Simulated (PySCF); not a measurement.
Calculated properties of `ClCC1=CC2(C=C1)CC2`

C₈H₉Cl.
SMILES with atom numbers: `[Cl:1][CH2:2][C:3]1=[CH:4][C:5]2([CH:6]=[CH:7]1)[CH2:8][CH2:9]2` (hydrogens: H10, H11 on C2; H12 on C4; H13 on C6; H14 on C7; H15, H16 on C8; H17, H18 on C9)

Some functional groups and rings: C=C double bond, C–Cl bond and cyclopropane ring.

GFN2-xTB geometry:

- Point group of the GFN2-xTB geometry: C1
- Rotational constants A, B, C of the GFN2-xTB geometry: 3.764, 0.701, 0.672 GHz

**PBE0/pcSseg-1 ground state and GIAO shieldings, non-relativistic (PySCF)**

* Dipole moment: 3.00 D
* HOMO energy: -6.40 eV
* LUMO energy: -0.89 eV
* HOMO–LUMO gap: 5.51 eV
* Lowest Hirshfeld atomic charge: -0.10 e on Cl1
* Highest Hirshfeld atomic charge: +0.06 e on H15/H16
* 13C chemical shifts (computed TMS as zero) by class: 149.2 (C6), 148.9 (C3), 146.9 (C4), 138.5 (C7), 47.4 (C2), 41.4 (C5), 16.0 (C8/C9) ppm
* 1H chemical shifts (computed TMS as zero) by class: 6.77 (H14), 6.33 (H13), 6.24 (H12), 4.48 (H10/H11), 1.57 (H16/H18), 1.56 (H15/H17) ppm
* Isotropic shieldings of nuclei other than C and H, by class: 798 (Cl1) ppm
* Mayer bond orders between heavy atoms: Cl1–C2 0.99, C2–C3 1.05, C3–C4 1.69, C4–C5 1.04, C5–C6 1.06, C6–C7 1.75, C5–C8 0.85, C8–C9 0.99, C7–C3 1.11, C9–C5 0.85

Monoisotopic mass (most abundant isotopes): 140.0393 u.

With B = h/(8π²I), that is 505.379 GHz u Å² over I, the principal moments of inertia are 134.3, 720.7 and 752.6 u Å² (most abundant isotopes). The rotational constants make it an asymmetric top with κ = (2B − A − C)/(A − C) = -0.98, nearer the prolate limit (−1). The dipole matches unit charges of opposite sign 0.63 Å apart (1 e·Å = 4.8032 D).

Geometry: GFN2-xTB, one conformer, isolated molecule.

For the NMR shielding job (PBE0/pcSseg-1), time: 31 s of wall time. Hardware: an x86-64 server with one thread, on a shared host.

Conformer computed: `[Cl:1][CH2:2][C:3]1=[CH:4][C:5]2([CH:6]=[CH:7]1)[CH2:8][CH2:9]2`: Cl1–C2–C3–C4 102°.
